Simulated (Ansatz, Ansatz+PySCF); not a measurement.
```xyz
3

F     0.0000    0.2143   -1.1359
C     0.0000   -0.3635    0.0434
O     0.0000    0.1492    1.0926
```

Basis set: def2-SVP (spherical functions). Frozen core: 3 orbitals. Correlation on ROHF uses semicanonical orbitals with singles. Charge 0, multiplicity 2.

Computed with Ansatz (development build ahead of 0.2.0); each method stands on the lowest determinant of its kind that the runs found.

The atomization energy at this shape (free ground-state atoms in the same class of orbitals less the molecule, no zero-point energy) of doublet CFO:

| method | atomization energy |
| --- | --- |
| ROHF-CCSD(T) | 1171.8 kJ/mol |
| UHF-MP2 | 1242.7 kJ/mol |
| ROHF | 788.4 kJ/mol |
| UHF | 767.5 kJ/mol |

Task: What does ROHF-MP2 give?

Result: 1247.6 kJ/mol.
